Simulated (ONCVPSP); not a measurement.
**Cutoff test, gadolinium, ONCV**

| Quantity | Value |
| --- | --- |
| Element | gadolinium |
| Generator | ONCVPSP 4.0.1 |
| Type | optimised norm-conserving Vanderbilt (ONCV) |
| Functional | LDA (Perdew-Zunger) |
| Relativity | scalar-relativistic |
| Frozen core | [Kr] |
| Valence charge | 28 |
| Reference configuration | 4d10 4f7 5s2 5p6 5d1 6s2 |
| Partial waves | 5s+6s: rc 2.15 bohr, ncon 3, nbas 7, qcut 7.2 1/bohr, 2 projectors; 5p: rc 2.50 bohr, ncon 4, nbas 7, qcut 4.4 1/bohr, 1 projector; 4d+5d: rc 1.05 bohr, ncon 3, nbas 8, qcut 12.5 1/bohr, 3 projectors, debl 3.1 Ha; 4f: rc 1.05 bohr, ncon 4, nbas 8, qcut 15.6 1/bohr, 1 projector |
| Local potential | polynomial inside 0.90 bohr (lpopt 5, dvloc0 0 Ha) |
| Core correction | polynomial model core, fcfact 0.65 |

**Question.** For each optimised wave give the share of its norm inside rc, the residual kinetic energy above qcut (Ha) and the cutoffs (Ha) for errors of 10, 1, 0.1 and 0.01 mHa per electron.

**Answer.**

```tsv
wave	norm inside rc	residual KE	10 mHa	1 mHa	0.1 mHa	0.01 mHa
5s	0.951	2.3e-08	11.8	15.4	18.6	21.1
6s	0.063	7.0e-09	8.5	13.2	16.8	19.7
5p	0.940	1.1e-05	5.5	7.1	8.6	9.9
4d	0.941	1.8e-04	61.9	71.1	97.6	320.0
5d	0.029	5.8e-05	52.3	65.5	75.5	139.0
d projector 3	0.066	2.8e-04	60.4	72.2	84.5	201.3
4f	0.737	5.2e-05	95.4	107.9	118.3	240.1
```

The occupied waves need 108 Ha and 118 Ha for 1 and 0.1 mHa. Note: ghosts flagged at negative energy: s at -295.8 eV, p at -78.1 eV; no localised positive-energy state flagged. A true bound ghost makes a file unfit for plane-wave use. 2 of 4 tests not solved or not reliable.
